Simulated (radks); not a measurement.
Values are calculated unless marked as measured or tabulated.
Species: Zr4+. Configuration: [Ar] 3d10 4s2 4p5 5s1 (not the ground configuration). Code: a radial shooting solver on a logarithmic mesh with Libxc functionals. Model: scalar-relativistic Kohn-Sham, PBE, spin-polarised, spherical densities, finite nucleus; open shells are filled with parallel spins first (spin-orbit coupling, left out, can overturn this in heavy ions); Fermi nuclear charge, rms radius 4.2694 fm.

Local quantities along the radius. ELF = 1/(1 + alpha^2) is the electron localisation function; alpha = (tau - tau_W)/tau_unif compares the Pauli kinetic energy density with that of the uniform gas (summed over spins). tau is taken from the large components.

```
   r/bohr * ELF (the largest magnitude, 1, reaches the edge; | marks zero)
  0.00144 |                                                      *
 0.001905 |                                                      *
 0.002521 |                                                      *
 0.003336 |                                                      *
 0.004413 |                                                      *
 0.005839 |                                                      *
 0.007726 |                                                      *
  0.01014 |                                                      *
  0.01342 |                                                      *
  0.01775 |                                                     *
  0.02349 |                                                    *
  0.03108 |                                             *
  0.04113 |                           *
  0.05441 |                *
  0.07142 |                     *
   0.0945 |                                    *
    0.125 |                                          *
   0.1654 |                               *
   0.2189 |              *
   0.2896 |                         *
   0.3832 |                                         *
    0.503 |                                       *
   0.6656 |                   *
   0.8806 |             *
    1.165 |                                       *
    1.542 |                                    *
     2.04 |           *
    2.699 |                           *
    3.543 |                                                   *
    4.687 |                                                      *
    6.202 |                                                      *
```

On this mesh the ELF has minima near r = 0.054, 0.22, 0.77, 2.0 bohr, which separate the shells, and maxima near 0.13 (0.78), 0.44 (0.78), 1.3 (0.78).

Self-consistent cycle (total energy in hartree, residual of the potential): 1: -3584.517878, 1e+01; 2: -3591.291105, 6e+00; 3: -3594.161053, 4e-01; 4: -3594.177630, 3e-01; 5: -3594.184555, 7e-02; 6: -3594.185385, 3e-03; 7: -3594.185380, 9e-04; 8: -3594.185377, 9e-05; 9: -3594.185377, 6e-05; 10: -3594.185377, 3e-05; 11: -3594.185377, 4e-06; 12: -3594.185377, 2e-07; 13: -3594.185377, 4e-08; 14: -3594.185377, 1e-08; 15: -3594.185377, 1e-08; 16: -3594.185377, 1e-09.
